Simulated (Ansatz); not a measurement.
Geometry optimisation, Ansatz, RKS PBE0/def2-SVP.

Input file:

```yaml
crystal:
  periodic: [false, false, false]
  atoms:
    - { symbol: O, position_ang: [-0.8396, 0.2644, 1.5633] }
    - { symbol: B, position_ang: [0.0353, 0.2961, 0.4217] }
    - { symbol: O, position_ang: [1.0178, 1.3479, 0.2889] }
    - { symbol: C, position_ang: [0.0313, -0.8467, -0.6678] }
    - { symbol: I, position_ang: [-0.4861, -0.0294, -2.5937] }
    - { symbol: H, position_ang: [-1.6618, 0.857, 1.2341] }
    - { symbol: H, position_ang: [1.8615, 0.9975, 0.7995] }
    - { symbol: H, position_ang: [-0.8029, -1.5595, -0.3947] }
    - { symbol: H, position_ang: [0.933, -1.3736, -0.6684] }
basis:
  gaussian: { orbitals: def2-SVP }
hamiltonian:
  xc: pbe0
relax:
  f_tol: 0.015
  max_steps: 40
```

Command:

```bash
$ ansatz run input.yaml --threads 2 --pin off --max-ram 3072MiB --backend cpu --events-out ev --progress --plain --runs-dir out
```

Task: Where does it end, and by what steps?

Result: It converged. After 9 steps the energy has fallen by 1.619 eV; H7 moved furthest, 0.92 Å.

```tsv
step	energy less start (eV)	largest force component (eV/Å)	accepted
0	0.0000	3.379	yes
1	-0.5921	1.738	yes
2	-0.8681	1.058	yes
3	-1.0980	0.839	yes
4	-1.3566	0.436	yes
5	-1.5522	0.622	yes
6	-1.6145	0.162	yes
7	-1.6173	0.056	yes
8	-1.6186	0.036	yes
9	-1.6187	0.005	yes
```

```xyz
9
Properties=species:S:1:pos:R:3
O -1.059 0.423 1.078
B 0.064 0.182 0.347
O 1.236 0.864 0.476
C 0.010 -0.984 -0.713
I -0.633 -0.096 -2.581
H -1.007 1.164 1.688
H 1.225 1.594 1.101
H -0.734 -1.756 -0.486
H 0.986 -1.436 -0.926
```

Run time: 29 s on 2 threads of Arm Neoverse V2, with other jobs on the host, peak memory 0.23 GiB.
